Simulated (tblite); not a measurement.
**Question.** What does the GFN2-xTB structure of InChI=1S/C4H8NSi3/c1-2-7-8(3-5)4-6/h8H,4,7H2,6H3/t8-/m0/s1 look like in three dimensions? (Doublet state.)

**Answer.** 
```
atom  x, y, z in Å
C1    -3.2195   -2.0321   -0.0489
C2    -2.6129   -1.0249    0.2180
Si3   -1.8808    0.5307    0.9204
Si4   -0.2745    0.9792   -0.7233
C5     0.8048    2.3115    0.0220
N6     1.4376    3.1278    0.5193
C7     0.8451   -0.4979   -1.1354
Si8    1.8582   -1.2119    0.3182
H9    -2.9022    1.5802    1.0333
H10   -1.3256    0.2911    2.2579
H11   -0.8148    1.6133   -1.9382
H12    1.5349   -0.2058   -1.9287
H13    0.2225   -1.2919   -1.5500
H14    0.9299   -1.7795    1.2980
H15    2.7524   -2.2498   -0.1974
H16    2.6373   -0.1310    0.9234
```

Any rigid rotation of these coordinates is as good. Atoms count from 1 in this order. Si8 (silicon bonded to C and 3 H) is tetrahedral (angles from 108.5° to 110.4°). Si4 (silicon bonded to 2 C, Si and H) is distorted tetrahedral (angles from 103.5° to 114.2°). Si3 (silicon bonded to C, Si and 2 H) is distorted tetrahedral (angles from 99.5° to 114.3°). The C–Si distances run from 1.857 Å (C2–Si3, drawn single) to 1.910 Å (C7–Si8, drawn single), a spread of 0.053 Å.

Bonds between heavy atoms (Å): C1≡C2 1.206, C2–Si3 1.857, Si3–Si4 2.342, Si4–C5 1.870, C5≡N6 1.146, Si4–C7 1.899, C7–Si8 1.910.

Computed geometry: GFN2-xTB, gas phase. This method treats the open shell by occupation alone, without spin polarisation.

Point group: C1 (no symmetry element, even within 0.4 Å). Its lowest GFN2-xTB frequency is 13 cm⁻¹, too small to tell a flat minimum from a shallow saddle. Torsions: C2–Si3–Si4–C5 -168°, Si3–Si4–C7–Si8 -59°. 3 starts were optimised and ended at 0.00, 0.53 and 0.99 kcal/mol (GFN2-xTB); the lowest of these is shown.

One conformer stands for the species.
